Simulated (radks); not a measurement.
Results of a calculation; reference values are marked as such.
Orbital eigenvalues (eV) of the cobalt ion Co+, [Ar] 3d8, at several levels of relativity; Dirac values are averaged over j with weights 2j + 1. Spin-unpolarised spherical Kohn-Sham, PBE, point nucleus unless stated (finite: rms radius 3.7875 fm), a radial shooting solver on a logarithmic mesh with Libxc functionals. A level marked "c x" has the speed of light scaled by that factor and shares open shells by 2j + 1; other Dirac levels either fill j = l - 1/2 first or share by 2j + 1.

| shell | non-rel. | scalar-rel., finite nucleus | Dirac, c x 2 | Dirac, c x 5 | change of magnitude, last against first (%) |
|---|---|---|---|---|---|
| 1s | -7519.0 | -7596.4 | -7537.7 | -7522.0 | +0.04 |
| 2s | -885.17 | -901.47 | -889.11 | -885.80 | +0.07 |
| 2p | -768.87 | -772.49 | -769.71 | -769.00 | +0.02 |
| 3s | -102.90 | -105.62 | -103.56 | -103.01 | +0.10 |
| 3p | -68.266 | -69.019 | -68.449 | -68.295 | +0.04 |
| 3d | -12.320 | -12.242 | -12.300 | -12.317 | -0.03 |
